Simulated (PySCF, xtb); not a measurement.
AlH3OS, SMILES [OH][AlH][SH].

GFN2-xTB (xtb) at its own geometry gives an orbital gap of 4.16 eV and a dipole moment of 3.38 D.

Geometry: TPSSh-D3(BJ)/def2-TZVP. One conformer was computed; it need not be the lowest.

Q: What does r2SCAN/def2-TZVPD (PySCF) give? (Estimate from the structure and the level; the computed values follow.)

A: gap 5.73 eV (levels -6.79 and -1.07 eV), dipole 1.75 D.
